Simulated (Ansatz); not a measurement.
BeF2 (SMILES [F][Be][F]) moved off its minimum; all values from Ansatz (a first-principles code), cores frozen in correlated methods.
(charge 0, multiplicity 1)
```xyz
3

Be     0.01062    -0.09258    -0.10508
F     -0.06453     0.20845    -1.39452
F     -0.12080     0.13240     1.34854
```

Forces at HF/def2-TZVPP (eV/Å):

```
atom      Fx      Fy      Fz
----  ------  ------  ------
Be1   -0.522   1.001   4.439
F2     0.096  -0.122  -1.586
F3     0.425  -0.879  -2.853
```

Problem. Give the forces (eV/Å), the total energy and the dipole at CCSD(T)/aug-cc-pVTZ.

Solution. 
```csv
atom,Fx,Fy,Fz
Be1,-0.394,0.663,4.506
F2,0.040,0.082,-2.290
F3,0.354,-0.745,-2.216
```
Energy -214.3412 hartree, dipole 1.65 D.
